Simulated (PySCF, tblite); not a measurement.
Compound: C₇H₇NO.
Z-matrix (Å and degrees, GFN2-xTB geometry), rows numbered from 1:
```
C 
C   1  1.5065
O   2  1.2086  1  122.17
C   2  1.4937  1  116.87  3  -180.00
C   4  1.3952  2  118.24  1  -179.94
C   5  1.3846  4  118.87  2   179.99
N   6  1.3221  5  123.18  4    -0.03
C   7  1.3213  6  118.11  5     0.04
C   8  1.3867  7  123.72  6    -0.01
H   1  1.0870  2  109.26  3     0.03
H   1  1.0881  2  110.06  3  -120.09
H   1  1.0881  2  110.06  3   120.14
H   5  1.0790  4  119.37  2    -0.03
H   6  1.0818  5  121.16  4  -180.00
H   8  1.0822  7  115.46  6   179.97
H   9  1.0781  4  121.89  2     0.02
```

Computed, not measured: PBE0/pcSseg-1 in PySCF (dipole) on a GFN2-xTB geometry, gas phase.

Masses are those of the commonest isotopes; rigid-rotor values at the optimised geometry. The values belong to one conformer with, in the numbering `[CH3:1][C:2](=[O:3])[c:4]1[cH:5][cH:6][n:7][cH:8][cH:9]1`, C1–C2–C4–C5 180°.

What are A, B and C (MHz)?

Ia = 130.99, Ib = 411.24, Ic = 539.08 u·Å²; 505379 MHz·u·Å²/I gives A = 3858, B = 1229, C = 937.5 MHz.

What kind of rotor is it?

An asymmetric top; Ray's κ = -0.800.

What does the inertial defect say?

Not planar: Δ = Ic − Ia − Ib = -3.15 u·Å². For a rigid frame Δ = −2 Σ m c², so Σ m c² = 1.58 u·Å² lies off the ab plane, practically all of it from hydrogen. The atom farthest from that plane is 0.89 Å away.

Give the other two planar moments, Paa and Pbb, and the rms extents of the mass along the axes.

Paa = Σ m a² = (Ib + Ic − Ia)/2 = 409.67 and Pbb = Σ m b² = (Ia + Ic − Ib)/2 = 129.41 u·Å². With the mass M = 121.05 u, the rms extents √(P/M) along a, b and c are 1.84, 1.03, 0.11 Å.

Where do the levels up to J = 4 lie, in cm⁻¹?

Above 0(0,0):
J = 1: 1(0,1) 0.0723, 1(1,1) 0.1600, 1(1,0) 0.1697
J = 2: 2(0,2) 0.2160, 2(1,2) 0.2948, 2(1,1) 0.3239, 2(2,1) 0.5871, 2(2,0) 0.5878
J = 3: 3(0,3) 0.4298, 3(1,3) 0.4965, 3(1,2) 0.5548, 3(2,2) 0.8038, 3(2,1) 0.8076, 3(3,1) 1.2671, 3(3,0) 1.2672
J = 4: 4(0,4) 0.7115, 4(1,4) 0.7647, 4(1,3) 0.8617, 4(2,3) 1.0923, 4(2,2) 1.1035, 4(3,2) 1.5576, 4(3,1) 1.5579, 4(4,1) 2.2043, 4(4,0) 2.2043
The levels of one J sum to (2J + 1)J(J + 1)(A + B + C)/3.

Which types of transition are allowed, and where do some lines up to J = 4 fall?

The dipole components are |μa| = 0.62 D, |μb| = 2.37 D, |μc| = 0.00 D; the mirror of this Cs structure is the ab plane, so μc vanishes by symmetry and there are no c-type lines. Intensities carry the squares of the components, which stand as 0.07 : 1.00 (a : b). Some lines, for components of 0.1 D or more:

```
type  branch         J(Ka,Kc)    MHz  lower level (cm⁻¹)
   a       Q  4(2,2) ← 4(2,3)    335               1.092
   b       R  4(1,3) ← 3(2,2)   1733               0.804
   b       Q  3(1,2) ← 3(0,3)   3748               0.430
   a       R  2(1,2) ← 1(1,1)   4041               0.160
   b       R  3(0,3) ← 2(1,2)   4048               0.295
   b       R  2(1,2) ← 1(0,1)   6671               0.072
   a       R  3(1,2) ← 2(1,1)   6921               0.324
   b       Q  2(2,0) ← 2(1,1)   7911               0.324
   b       R  3(1,3) ← 2(0,2)   8409               0.216
   a       R  4(3,1) ← 3(3,0)   8715               1.267
   b       Q  2(2,1) ← 2(1,2)   8762               0.295
   b       Q  4(2,3) ← 4(1,4)   9821               0.765
   b       R  2(2,0) ← 1(1,1)  12827               0.160
   b       Q  3(3,0) ← 3(2,1)  13777               0.808
   b       R  3(2,1) ← 2(1,2)  15375               0.295
   b       R  4(2,2) ← 3(1,3)  18196               0.497
   b       Q  4(4,0) ← 4(3,1)  19379               1.558
   b       R  4(3,1) ← 3(2,2)  22605               0.804
   b       R  4(4,0) ← 3(3,1)  28095               1.267
```

Estimate the classical rotational partition function at 10 K, 25 K and 100 K.

Point group Cs, symmetry number σ = 1; q = (√π/σ)·√((kT/h)³/(ABC)), k/h = 20836.6 MHz/K: 2530 at 10 K, 10000 at 25 K, 80000 at 100 K.

Its lowest GFN2-xTB frequency is 12 cm⁻¹, too small to tell a flat minimum from a shallow saddle. No vibrational averaging or centrifugal distortion is included, and the geometry carries the error of its method. A rigid rotor knows nothing of internal rotation, which can split or shift real lines. Quadrupole hyperfine structure (14N) is left out.

The run took 24 s of wall time on one thread of an x86-64 server, no GPU, shared host. This is the PBE0/pcSseg-1 job that gave the dipole, with the shieldings it also computed.
